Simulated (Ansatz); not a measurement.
`COC[SiH2]O` + `[OH][GeH3]` → `O[SiH2][O][GeH3]` + dimethyl ether  (ligand exchange at the Si–C bond)

Computed with Ansatz on PBE0-D4/def2-TZVP structures; ΔE is electronic, products minus reactants. CCSD(T)/CBS adds triple-zeta CCSD(T) − MP2 to the extrapolated MP2 energy (def2 sets, frozen cores). Functionals use def2-TZVPP. For Ge outer-core shells are correlated without core-valence functions, which leaves a few kJ/mol of doubt a bond. Scalar relativity is left out up to krypton. One conformer a species, not always the lowest.

`COC[SiH2]O`:

```xyz
13

C    -0.347   -0.525   -1.669
O     0.762   -0.584   -0.811
C     0.892    0.577    0.001
Si   -0.300    0.494    1.476
O    -0.324   -1.082    1.955
H    -1.294   -0.434   -1.118
H    -0.270    0.325   -2.360
H    -0.363   -1.451   -2.245
H     1.919    0.570    0.380
H     0.780    1.491   -0.600
H    -1.671    0.951    1.116
H     0.193    1.349    2.587
H     0.021   -1.681    1.287
```

`[OH][GeH3]`:

Cartesian coordinates in Å:
```
O 0.939 0.796 0.606
Ge -0.242 -0.363 -0.057
H 0.961 1.621 0.118
H -0.120 -1.589 0.851
H 0.120 -0.704 -1.516
H -1.658 0.240 -0.003
```

`O[SiH2][O][GeH3]`:

Cartesian coordinates in Å:
```
O -0.920 -0.528 -1.864
Si 0.501 0.048 -1.272
O 0.352 0.706 0.209
Ge -0.105 0.042 1.796
H -1.588 0.110 -2.118
H 1.037 1.121 -2.146
H 1.385 -1.141 -1.234
H -1.631 0.150 1.932
H 0.613 0.914 2.832
H 0.357 -1.423 1.866
```

`COC`:

Z-matrix (Å, degrees):
```
C
O 1 1.399
H 1 1.090 2 107.7
H 1 1.100 2 111.6 3 119.4
H 1 1.100 2 111.6 3 -119.4
C 2 1.399 1 112.1 3 -180.0
H 6 1.100 2 111.6 1 60.6
H 6 1.090 2 107.7 1 -179.9
H 6 1.100 2 111.6 1 -60.5
```

```
       level  ΔE (kcal/mol)
  r2SCANh-D4          -34.5
     r2SCANh          -34.7
     LC-ωPBE          -33.9
MP2/def2-SVP          -35.3
```

(1) What does CCSD(T)/CBS give? (Estimate.)

Largest T1 diagnostic among the species: 0.012.

Results:

(1) The calculation gave: -35.0 kcal/mol. The listed levels differ from it by 0.5, 0.3, 1.1, -0.3 kcal/mol.

From PBE to PBE0 (25 % exact exchange), in def2-TZVPP and without D4, ΔE moves by −1.8 kcal/mol. In def2-TZVPP, CCSD(T) changes the Hartree–Fock value by +5.9 kcal/mol (the triples alone add +0.8 kcal/mol) and MP2 by +5.2 kcal/mol.
